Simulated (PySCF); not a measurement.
oxalic acid (C2H2O4), SMILES O=C(O)C(=O)O.

Coordinates come from a PBE0-D3(BJ)/def2-SVP optimisation. One conformer was computed; it need not be the lowest.

These are TDDFT-PBE0/def2-SVPD (PySCF) values and carry that method's errors.

Vertical excitations. The molecule is in vacuum. State labels are in the subgroup C2h.

**Question.** Give excitation energies, oscillator strengths and character. (An estimate is asked for; the answer gives what the named calculation found.)

**Answer.** 
| state | symmetry | energy (eV) | λ (nm) | f | main pairs |
|---|---|---|---|---|---|
| S1 | Au | 4.18 | 297 | 0.000 | HOMO→LUMO 99 % |
| S2 | Bg | 5.70 | 217 | 0.000 | HOMO−1→LUMO 95 % |
| S3 | Ag | 6.92 | 179 | 0.000 | HOMO−2→LUMO 92 % |
| S4 | Bu | 7.13 | 174 | 0.125 | HOMO−3→LUMO 78 %, HOMO→LUMO+2 18 % |
| S5 | Ag | 7.59 | 163 | 0.000 | HOMO→LUMO+1 93 % |
| S6 | Bu | 7.70 | 161 | 0.119 | HOMO→LUMO+2 80 %, HOMO−3→LUMO 18 % |
| S7 | Au | 7.85 | 158 | 0.000 | HOMO−4→LUMO 99 % |
| S8 | Bg | 8.26 | 150 | 0.000 | HOMO→LUMO+3 90 % |
| S9 | Au | 8.86 | 140 | 0.004 | HOMO−2→LUMO+1 67 %, HOMO−3→LUMO+2 32 % |
| S10 | Bg | 8.87 | 140 | 0.000 | HOMO−2→LUMO+2 58 %, HOMO−3→LUMO+1 30 %, HOMO−6→LUMO 10 % |
| T1 | Au | 3.64 | 341 | 0 | HOMO→LUMO 98 % |
| T2 | Ag | 5.17 | 240 | 0 | HOMO−2→LUMO 93 % |
| T3 | Bg | 5.23 | 237 | 0 | HOMO−1→LUMO 91 % |
| T4 | Bu | 5.24 | 237 | 0 | HOMO−3→LUMO 91 % |
Triplets are in the Tamm–Dancoff approximation, which puts them higher than full response would, so one can lie above its singlet here.
